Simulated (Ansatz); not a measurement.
```yaml
crystal:
  periodic: [false, false, false]
  atoms:
    - {symbol: C, position_ang: [-0.255943, 1.329995, -0.031427]}
    - {symbol: C, position_ang: [-0.255943, 1.329995, -0.031427]}
    - {symbol: Al, position_ang: [0.778197, -0.254845, -0.019651]}
    - {symbol: N, position_ang: [0.030144, -1.836822, 0.034773]}
    - {symbol: F, position_ang: [2.420630, -0.156474, -0.061286]}
    - {symbol: H, position_ang: [-1.514834, 3.225864, -0.044917]}
    - {symbol: H, position_ang: [0.525088, -2.713016, 0.043121]}
    - {symbol: H, position_ang: [-0.964610, -1.987835, 0.062100]}
basis:
  gaussian: {orbitals: 6-31G}
hamiltonian: {xc: {name: rPW86-PBE}}
accuracy: high
output: {forces: true}
```

```sh
$ ansatz run in.yaml --threads 2 --pin off --events-out ev --progress --plain --max-ram 4352MiB
```

Output, abridged:

```
Error: two nuclei lie on one point
```

(1) What is wrong with this run?

Results:

(1) One atom was put on top of another. The input was rejected before any iteration.
